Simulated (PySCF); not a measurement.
# Frontier levels across methods

C3H6F2Si.
Geometry (PBE0-D3(BJ)/def2-SVP, Å), atoms numbered from 1 in this order:
```
atom  x, y, z in Å
F1     1.251   -0.320   -1.677
C2     1.055   -0.490   -0.314
C3    -0.370   -0.994   -0.054
C4    -1.126    0.347   -0.074
F5    -2.256    0.387    0.694
Si6    0.516    1.177    0.478
H7     1.862   -1.126    0.080
H8    -0.714   -1.766   -0.762
H9    -0.426   -1.411    0.966
H10   -1.388    0.622   -1.111
H11    0.987    2.462   -0.118
H12    0.664    1.181    1.963
```

Basis pcSseg-1 throughout (PySCF), one geometry. Isolated species at its PBE0-D3(BJ)/def2-SVP geometry (one conformer only).

Q: How do the orbital energies, the gap and the dipole change with the method?

A: 
```json
{"method": "BLYP", "kind": "GGA", "HOMO (eV)": "-6.49", "LUMO (eV)": "-0.76", "gap (eV)": "5.72", "μ (D)": "1.14", "SCF cycles": "13"}
{"method": "OPBE", "kind": "GGA", "HOMO (eV)": "-6.57", "LUMO (eV)": "-0.70", "gap (eV)": "5.87", "μ (D)": "1.11", "SCF cycles": "14"}
{"method": "PBE", "kind": "GGA", "HOMO (eV)": "-6.60", "LUMO (eV)": "-0.89", "gap (eV)": "5.71", "μ (D)": "1.12", "SCF cycles": "14"}
{"method": "B97-D", "kind": "GGA", "HOMO (eV)": "-6.63", "LUMO (eV)": "-0.74", "gap (eV)": "5.89", "μ (D)": "1.17", "SCF cycles": "14"}
{"method": "BP86", "kind": "GGA", "HOMO (eV)": "-6.72", "LUMO (eV)": "-0.93", "gap (eV)": "5.79", "μ (D)": "1.14", "SCF cycles": "13"}
{"method": "KT2", "kind": "GGA", "HOMO (eV)": "-6.73", "LUMO (eV)": "-0.99", "gap (eV)": "5.75", "μ (D)": "1.15", "SCF cycles": "15"}
{"method": "LDA", "kind": "LDA", "HOMO (eV)": "-6.74", "LUMO (eV)": "-1.12", "gap (eV)": "5.62", "μ (D)": "1.19", "SCF cycles": "13"}
{"method": "KT3", "kind": "GGA", "HOMO (eV)": "-6.75", "LUMO (eV)": "-0.91", "gap (eV)": "5.84", "μ (D)": "1.14", "SCF cycles": "14"}
{"method": "B97-2", "kind": "global hybrid", "HOMO (eV)": "-7.81", "LUMO (eV)": "-0.05", "gap (eV)": "7.77", "μ (D)": "1.28", "SCF cycles": "12"}
{"method": "B3LYP", "kind": "global hybrid", "HOMO (eV)": "-7.84", "LUMO (eV)": "-0.28", "gap (eV)": "7.56", "μ (D)": "1.28", "SCF cycles": "12"}
{"method": "PBE0", "kind": "global hybrid", "HOMO (eV)": "-8.07", "LUMO (eV)": "-0.06", "gap (eV)": "8.01", "μ (D)": "1.28", "SCF cycles": "12"}
{"method": "mPW1PW91", "kind": "global hybrid", "HOMO (eV)": "-8.11", "LUMO (eV)": "-0.04", "gap (eV)": "8.07", "μ (D)": "1.30", "SCF cycles": "12"}
{"method": "BHandHLYP", "kind": "global hybrid", "HOMO (eV)": "-9.43", "LUMO (eV)": "0.79", "gap (eV)": "10.22", "μ (D)": "1.44", "SCF cycles": "12"}
{"method": "CAM-B3LYP", "kind": "range-separated hybrid", "HOMO (eV)": "-9.45", "LUMO (eV)": "0.95", "gap (eV)": "10.40", "μ (D)": "1.35", "SCF cycles": "12"}
{"method": "wB97X-D", "kind": "range-separated hybrid", "HOMO (eV)": "-9.97", "LUMO (eV)": "1.73", "gap (eV)": "11.69", "μ (D)": "1.35", "SCF cycles": "13"}
{"method": "LC-wPBE", "kind": "range-separated hybrid", "HOMO (eV)": "-10.76", "LUMO (eV)": "2.13", "gap (eV)": "12.90", "μ (D)": "1.37", "SCF cycles": "12"}
{"method": "HF", "kind": "Hartree–Fock", "HOMO (eV)": "-11.46", "LUMO (eV)": "3.05", "gap (eV)": "14.51", "μ (D)": "1.61", "SCF cycles": "10"}
```

The HOMO spans 4.97 eV, from BLYP down to HF, and the gap runs from 5.62 eV (LDA) to 14.51 eV (HF). Over the methods BLYP (0 %), OPBE (0 %), PBE (0 %), B97-D (0 %), BP86 (0 %), KT2 (0 %), LDA (0 %), KT3 (0 %), B97-2 (21 %), B3LYP (20 %), PBE0 (25 %), mPW1PW91 (25 %), BHandHLYP (50 %), HF (100 %), a straight line through the gap against the share of exact exchange rises by 0.88 eV for each 10 % (correlation coefficient 0.999). The dipole ranges from 1.11 D (OPBE) to 1.61 D (HF). This basis has no diffuse functions.
